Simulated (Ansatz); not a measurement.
Start from `[CH3][AlH][SnH3]` and change one atom or group to get `[BH2][AlH][CH3]`.

Ansatz, PBE0-D4/def2-TZVP geometries, multiplicity 1. 

Elements past krypton have def2 core potentials.

| property | `[CH3][AlH][SnH3]` |
| --- | --- |
| size of the dipole moment (PBE/def2-TZVPP) / D | 1.61 |
| LUMO energy (B3LYP/def2-TZVPP) / eV | -2.06 |
| HOMO–LUMO gap (B3LYP/def2-TZVPP) / eV | 4.94 |
| HOMO–LUMO gap (PBE/def2-TZVPP) / eV | 3.56 |
| HOMO energy (PBE/def2-TZVPP) / eV | -6.16 |
| size of the dipole moment (B3LYP/def2-TZVPP) / D | 1.64 |

What does the change do to each property? (Estimate.)

Computed: 
```tsv
property	`[BH2][AlH][CH3]`	shift
size of the dipole moment (PBE/def2-TZVPP) / D	0.72	-0.89
LUMO energy (B3LYP/def2-TZVPP) / eV	-2.40	-0.34
HOMO–LUMO gap (B3LYP/def2-TZVPP) / eV	4.64	-0.30
HOMO–LUMO gap (PBE/def2-TZVPP) / eV	2.85	-0.71
HOMO energy (PBE/def2-TZVPP) / eV	-6.06	0.10
size of the dipole moment (B3LYP/def2-TZVPP) / D	0.64	-1.00
```

With PBE0 the HOMO falls by 0.05 eV and the LUMO falls by 0.33 eV, so the gap narrows by about 0.28 eV. PBE moves the HOMO by 0.10 eV and ωB97M-V by -0.23 eV. Dipoles are sizes alone; their direction can turn.

B3LYP here is the variant with VWN-RPA as its local correlation; programs differ in this.
